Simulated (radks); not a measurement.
The numbers below are computed, except where a source is named.
Task: The mean radii <r> (bohr) of the occupied orbitals of an atom or ion are listed with their occupations. Code: a radial shooting solver on a logarithmic mesh with Libxc functionals. Model: scalar-relativistic Kohn-Sham, r2SCAN, spin-polarised, spherical densities, finite nucleus; meta-GGA in the generalised Kohn-Sham scheme; Fermi nuclear charge, rms radius of each element as measured or else 0.836 A^(1/3) + 0.57 fm.

orbital  occ.      <r>
1s up       1  0.02906
1s down     1  0.02906
2s up       1   0.1254
2s down     1   0.1254
2p up       3   0.1095
2p down     3   0.1095
3s up       1   0.3366
3s down     1   0.3366
3p up       3   0.3346
3p down     3   0.3346
3d up       5   0.3106
3d down     5   0.3105
4s up       1   0.7507
4s down     1   0.7513
4p up       3   0.7814
4p down     2   0.7822

Name the element and its charge. Open shells, if any, are filled with parallel spins first.

Result: Z = 50, tin, charge +15: Sn15+ in [Ar] 3d10 4s2 4p5. The 1s radius gives Z: for a bare nucleus <r> = (2 gamma + 1)/(2Z) with gamma = sqrt(1 - (Z/c)^2), 0.02862 bohr for Z = 50, and screening makes it slightly larger (0.02906 here). The occupations add up to 35, and the charge is Z minus that.
